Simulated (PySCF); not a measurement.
A structure optimised at B3LYP-D3(BJ)/def2-SVP, used in a PySCF frequency run:

```xyz
11

Ta    -0.0584     0.0133     0.0000
N     -0.2262     1.7858     0.0000
H     -0.3734     2.7882     0.0000
O     -0.7210    -0.7801     1.6178
H     -1.1290    -0.4651     2.4313
O     -0.7210    -0.7801    -1.6178
H     -1.1290    -0.4651    -2.4313
C      2.0947    -0.2962     0.0000
H      2.5640     0.1548     0.8905
H      2.5640     0.1548    -0.8905
H      2.3157    -1.3796     0.0000
```

**Question.** Write its SMILES, formula and point group.

**Answer.** [CH3][Ta](=[NH])([OH])[OH], CH₆NO₂Ta, Cs

**Question.** What are its rotational constants (standard atomic weights)?

**Answer.** 3.0206, 2.9313, 2.6678 GHz
